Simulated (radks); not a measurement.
As II, configuration [Ar] 3d10 4s2 4p2. All-electron calculation, Dirac Kohn-Sham, PBE, spin-unpolarised, spherical densities, finite nucleus; open shells are shared between the two j in proportion to 2j + 1; Fermi nuclear charge, rms radius 4.0968 fm. Program: a radial shooting solver on a logarithmic mesh with Libxc functionals.

Spin-orbit splittings of the eigenvalues, e(l+1/2) - e(l-1/2), with zeta = 2 splitting/(2l+1) and mean radii in bohr:

shell  occ.  splitting (eV)  zeta (eV)  <r> j=l-1/2  <r> j=l+1/2
2p        6           36.56      24.38       0.1746       0.1783
3p        6           5.023      3.349       0.6099       0.6205
3d       10          0.7294     0.2917       0.6745       0.6792
4p        2          0.3344     0.2230        2.288        2.326
